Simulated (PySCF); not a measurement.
This script is equivalent to a calculation on Cr+ (chromium, charge +1).

```python
from pyscf import gto, scf, dft, mp, cc
import basis_set_exchange as bse
mol = gto.M(atom="Cr 0 0 0", charge=1, spin=5, symmetry="D2h",
            basis=gto.basis.parse(bse.get_basis("x2c-TZVPall", elements=["Cr"], fmt="nwchem", header=False)),
            nucmod="G")
mf = scf.UHF(mol).sfx2c1e()
mf.irrep_nelec = {'Ag': (5, 3), 'B1g': (1, 0), 'B2g': (1, 0), 'B3g': (1, 0), 'B1u': (2, 2), 'B2u': (2, 2), 'B3u': (2, 2)}
mf.kernel()
```

(1) What total energy does it give?

(2) Which occupied shell lies highest, and where?

(3) What is ⟨S²⟩, and what would a pure spin state give?

## Answers

(1) -1049.42242 hartree (calculated).

(2) 3d α, at -17.530 eV.

(3) 8.750, against 8.75.
